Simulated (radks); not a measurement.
Dispersion coefficients C6 (hartree bohr^6) between ground-configuration atoms and ions, from the Casimir-Polder integral (3/pi) of alpha_A(iw) alpha_B(iw). Calculated with a radial shooting solver on a logarithmic mesh with Libxc functionals: scalar-relativistic Kohn-Sham, LDA (Slater exchange, VWN5 correlation), spin-polarised, spherical densities, finite nucleus; open shells are filled with parallel spins first (spin-orbit coupling, left out, can overturn this in heavy ions); Fermi nuclear charge, rms radius of each element as measured or else 0.836 A^(1/3) + 0.57 fm. Response by self-consistent Sternheimer equations with the Hartree and adiabatic LDA kernel, the relativistic mass of each level held fixed and spin-orbit coupling left out. For heavy and open-shell atoms this level of theory can miss by tens of per cent.

| C6 | Be2+ | Nb+ | I+ |
|---|---|---|---|
| Be2+ | 0.01252 |  |  |
| Nb+ | 0.9123 | 182.8 |  |
| I+ | 0.9790 | 176.1 | 175.6 |

Static polarisabilities (bohr^3): Be2+ ([He]) 0.05663, Nb+ ([Kr] 4d4) 28.17, I+ ([Kr] 4d10 5s2 5p4) 20.31. The combination rule 2 Ca Cb / ((alpha_b/alpha_a) Ca + (alpha_a/alpha_b) Cb) gives 0.8831 for Be2+-I+, against 0.9790 from the integral.
